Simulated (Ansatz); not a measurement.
`[BH2][Al]1[SiH2][S]1` → Al• + B• + 4 H• + S• + Si•  (atomization)

Computed with Ansatz on PBE0-D4/def2-TZVP structures; ΔE is electronic, products minus reactants. CCSD(T)/CBS adds triple-zeta CCSD(T) − MP2 to the extrapolated MP2 energy (def2 sets, frozen cores). This one scheme is used for every species, atoms too. Functionals use def2-TZVPP. No spin–orbit coupling; open shells (•) take unrestricted orbitals. Spin–orbit coupling would lower the free atoms: a little for Al, B, S, Si.

```
        level  ΔE (eV)
    r2SCAN-D4    24.77
   r2SCANh-D4    24.63
 CAM-B3LYP-D4    24.25
CCSD/def2-SVP    22.29
```

(1) What does CCSD(T)/CBS give? (An estimate is asked.)

(2) What do rigid-rotor, harmonic-oscillator terms from PBE0-D4/def2-TZVP frequencies (298.15 K, 1 bar) make of the CCSD(T)/CBS value? (Best estimate.)

Largest T1 diagnostic among the species: 0.018.

Results:

(1) Computed: +24.35 eV. The listed levels differ from it by 0.42, 0.28, -0.10, -2.06 eV.

(2) The calculation gave: ΔZPE = -1.06 eV, ΔH = +23.59 eV, ΔS = 775 J/(mol·K), ΔG = +21.19 eV. Open shells count their whole term as degenerate.

From r2SCAN to r2SCAN0 (25 % exact exchange), in def2-TZVPP and without D4, ΔE moves by −0.33 eV: exact exchange takes away binding that semilocal exchange gives to molecules. At CCSD(T), def2-SVP lies −1.75 eV from the extrapolated value and def2-TZVPP −0.73 eV: correlation converges slowly with the basis, and small sets miss more of it in the bonded molecule than in its fragments. The D4 term adds +0.31 eV with B3LYP and +0.16 eV with PBE0; it sums over pairs of atoms, weighted by their polarisabilities, and B3LYP, whose exchange is more repulsive, gets the larger term.

B3LYP here is the variant with VWN-RPA as its local correlation; programs differ in this.

For atomizations the MP2-based limit and the directly extrapolated one differ by several kJ/mol either way, and by 10 to 25 for some Ge, Se and Sn compounds, so smaller differences from it don't rank the levels.
